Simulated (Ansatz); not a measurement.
Ansatz (a program for electronic structure) input:

Ansatz 0.2 input:
```yaml
crystal:
  periodic: [false, false, false]
  atoms:
    - {symbol: C, position_ang: [-1.74922787, -0.96707256, 0.02069454]}
    - {symbol: Sn, position_ang: [-0.00361827, 0.30411252, -0.05713483]}
    - {symbol: C, position_ang: [1.77106344, -0.86818627, 0.32410284]}
    - {symbol: H, position_ang: [-1.82720669, -1.42681598, 1.00510627]}
    - {symbol: H, position_ang: [-1.66845265, -1.75112232, -0.73113823]}
    - {symbol: H, position_ang: [-2.64919872, -0.38456985, -0.17039798]}
    - {symbol: H, position_ang: [0.10952053, 1.03660099, -1.60855786]}
    - {symbol: H, position_ang: [-0.14025800, 1.54685423, 1.12319385]}
    - {symbol: H, position_ang: [1.70508263, -1.32759266, 1.30954866]}
    - {symbol: H, position_ang: [1.86383666, -1.65189899, -0.42669584]}
    - {symbol: H, position_ang: [2.65657654, -0.23552864, 0.28689835]}
basis:
  gaussian:
    orbitals: def2-SVP
magnetization: {spin_polarized: false}
correlation: {method: ccsd_t, electrons: outside_noble_gas}
```

Q: What final total energy does it print?

A: -294.10790 Eh (CCSD(T)/def2-SVP). The basis has 94 functions.
